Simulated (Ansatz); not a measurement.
Computed with Ansatz on PBE0-D4/def2-TZVP structures; ΔE is electronic, products minus reactants. CBS: MP2 limit from def2 TZ/QZ plus the TZ coupled-cluster correction, frozen cores. DFT in def2-TZVPP. One conformer a species, not always the lowest.

`O[SiH](F)N[SiH2]F` → `O[SiH2]N[SiH](F)F`  (isomerisation)

`O[SiH](F)N[SiH2]F`:

Cartesian coordinates in Å:
```
O 0.599 2.443 -0.329
Si 0.771 1.021 0.447
F 0.944 1.451 1.965
N -0.588 -0.001 0.251
Si -0.625 -1.644 -0.228
F -0.859 -1.787 -1.806
H 0.361 2.421 -1.256
H 1.965 0.257 0.040
H -1.489 0.426 0.425
H -1.764 -2.327 0.422
H 0.685 -2.259 0.069
```

`O[SiH2]N[SiH](F)F`:

Z-matrix (Å, degrees):
```
Si
N 1 1.730
O 1 1.641 2 113.3
H 1 1.477 2 110.5 3 115.9
H 1 1.484 2 105.0 3 -122.6
Si 2 1.694 1 128.9 3 114.1
H 2 1.013 1 115.3 3 -66.4
H 3 0.958 1 118.2 2 -60.6
F 6 1.588 2 110.6 1 -126.9
F 6 1.587 2 111.7 1 117.2
H 6 1.469 2 110.8 1 -5.0
```

```tsv
level	ΔE (kJ/mol)
r2SCAN	1.3
CAM-B3LYP	1.2
SCS-MP2/def2-TZVPP	0.8
HF/def2-QZVPP	1.8
```

**Question.** What does CCSD(T)/CBS give? (An estimate is asked.)

**Answer.** Computed: +1.5 kJ/mol. The listed levels differ from it by -0.2, -0.3, -0.7, 0.3 kJ/mol.

Largest T1 diagnostic among the species: 0.012.

Leaving LDA and LC-ωPBE aside and taking each functional with its dispersion term where it has one, the values, not all of them listed here, spread over 0.6 kJ/mol, from revPBE-D4 to BHLYP-D4.

CCSD(T)/CBS has its own doubt, a few kJ/mol and more with outer-core shells, so smaller differences from it don't rank the levels.
